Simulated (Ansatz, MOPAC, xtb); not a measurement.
Two rigid molecules brought together: HF ··· CH3Br (SMILES F and CBr). Monomers: optimised at B3LYP-D3(BJ) (def2-TZVP), held rigid. Orientation: lowest of the rigid-body minima from ten starts at GFN2-xTB. R is the distance of the centres of mass, along which the second monomer moves.

AM1, restricted, heats of formation (MOPAC); GFN1-xTB (xtb); PM3, restricted, heats of formation (MOPAC); CCSD(T)/aug-cc-pVTZ = CCSD(T) on RHF/aug-cc-pVTZ, cores with 3d frozen, counterpoise-corrected run with Ansatz (a program for electronic structure).

Interaction energies in kcal/mol; the last columns give the difference from CCSD(T):

| R / Å | AM1 | GFN1-xTB | PM3 | CCSD(T)/aug-cc-pVTZ | AM1 − CCSD(T)/aug-cc-pVTZ | GFN1-xTB − CCSD(T)/aug-cc-pVTZ | PM3 − CCSD(T)/aug-cc-pVTZ |
|---|---|---|---|---|---|---|---|
| 2.45 | 25.72 | 1.43 | 11.53 | 12.05 | 13.67 | -10.62 | -0.52 |
| 2.76 | 6.23 | -4.46 | 1.68 | -0.45 | 6.68 | -4.01 | 2.13 |
| 2.87 | 3.18 | -4.69 | 0.56 | -2.14 | 5.32 | -2.55 | 2.70 |
| 3.12 | -0.01 | -3.98 | -1.37 | -3.61 | 3.60 | -0.38 | 2.24 |
| 3.39 | -0.94 | -2.74 | -1.66 | -3.51 | 2.56 | 0.77 | 1.85 |
| 3.58 | -1.04 | -1.99 | -1.26 | -3.10 | 2.05 | 1.10 | 1.84 |
| 3.83 | -0.93 | -1.30 | -0.88 | -2.50 | 1.57 | 1.20 | 1.62 |
| 4.07 | -0.78 | -0.89 | -0.70 | -1.98 | 1.20 | 1.09 | 1.28 |
| 4.68 | -0.51 | -0.44 | -0.44 | -1.10 | 0.59 | 0.67 | 0.66 |
| 5.38 | -0.33 | -0.25 | -0.27 | -0.60 | 0.27 | 0.36 | 0.33 |
| 6.24 | -0.20 | -0.13 | -0.16 | -0.32 | 0.12 | 0.19 | 0.16 |
| 7.64 | -0.10 | -0.06 | -0.08 | -0.14 | 0.05 | 0.08 | 0.07 |

AM1 is furthest from CCSD(T)/aug-cc-pVTZ at 2.45 (13.67 kcal/mol, above); its mean absolute difference over the points is 3.14 kcal/mol.

GFN1-xTB is furthest from CCSD(T)/aug-cc-pVTZ at 2.45 (-10.62 kcal/mol, below); its mean absolute difference over the points is 1.92 kcal/mol.

PM3 is furthest from CCSD(T)/aug-cc-pVTZ at 2.87 (2.70 kcal/mol, above); its mean absolute difference over the points is 1.28 kcal/mol.
